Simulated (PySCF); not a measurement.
**Dipole moment and polarisability of `O=C1C[C@@H]2C[C@H](F)[C@H]1C2`**

Species: C7H9FO.
Cartesian coordinates in Å at the GFN2-xTB level; atoms count from 1:
```
atom  x, y, z in Å
O1     0.0024   -1.7154   -2.1516
C2    -0.1189   -1.0735   -1.1492
C3    -1.3839   -0.4288   -0.6102
C4    -0.8970    0.2478    0.6724
C5    -0.0097    1.4345    0.2774
C6     1.2507    0.7521   -0.2846
F7     1.4627    1.0962   -1.5988
C8     0.9584   -0.7529   -0.1207
C9     0.1455   -0.7562    1.1752
H10   -1.8149    0.2568   -1.3392
H11   -2.1223   -1.2067   -0.4078
H12   -1.6915    0.5072    1.3694
H13    0.2340    2.0529    1.1404
H14   -0.4684    2.0668   -0.4813
H15    2.1656    1.0407    0.2456
H16    1.8378   -1.3885   -0.1838
H17   -0.2726   -1.7347    1.4052
H18    0.7133   -0.3919    2.0299
```

Level: PBE0/def2-SVPD (PySCF), static field, nuclei fixed, core orbitals frozen in the response. The polarisability tensor in these axes (au):

```
x   76.05  0.67  0.04
y    0.67 75.93  5.88
z    0.04  5.88 78.47
```

Task: Diagonalise the tensor; give its mean and Δα, where Δα² is half the sum of the squared differences of the eigenvalues.

Result: Principal values 71.14, 76.07 and 83.25 au; mean 76.82 au = 11.38 Å³ = 12.67 × 10⁻⁴⁰ C²·m²/J; Δα = 10.55 au (14 % of the mean).

Task: What is the dipole moment, and where does it point?

Result: (-0.90, 1.29, 4.37) D, 4.64 D in size, pointing from the negative to the positive side. Measured along this direction, the outermost atoms are O1 at the negative end and H12 and H18 at the positive end.

Task: What are the principal values of the traceless quadrupole moment, Θ = ½Σq(3rr − r²1), about the centre of nuclear charge?

Result: -8.91, 0.70, 8.21 D·Å. The values depend on the origin, since the dipole doesn't vanish. The electronic extent ⟨r²⟩ about the same centre is 950 bohr², a root-mean-square distance of 1.98 Å for the 68 electrons.

Task: Find the Langevin capture rate constant for H3+ (3.023 u) meeting this molecule (128.064 u), k = 2.342 × 10⁻⁹ cm³/s × √(α in Å³ / reduced mass in u).

Result: The reduced mass is 2.95 u, so k = 4.60 × 10⁻⁹ cm³/s. The formula leaves out the permanent dipole, which adds to the capture rate.

Task: Sum over states: ᾱ = Σ f/ω², ω in Eh. What share falls to these 6 lowest TDDFT singlets (eV, f)? 4.29, 0.0002; 6.62, 0.0032; 7.26, 0.0287; 7.33, 0.0302; 7.42, 0.0104; 7.45, 0.0146.

Result: They add up to 1.22 au, 1.6 % of the 76.82 au; the largest single term is 0.42 au, from the state at 7.33 eV. Terms in order: 0.01, 0.05, 0.40, 0.42, 0.14, 0.19 au. Higher excitations give the rest. The strengths listed sum to 0.087.

Task: Along which axes do the principal values lie, and how far do the nuclei extend along each?

Result: Largest value along (0.06, 0.63, 0.77), where the nuclei span 4.94 Å; middle along (0.99, 0.04, -0.11), 4.27 Å; least along (-0.10, 0.78, -0.62), 4.15 Å. 

Geometry: GFN2-xTB; no solvent, vibrations or thermal averaging.

These values come from a run that also computed excited states. On an Arm Neoverse V2 with one thread, no GPU (shared host), this took 45 s and 1.0 GiB of memory at its peak.
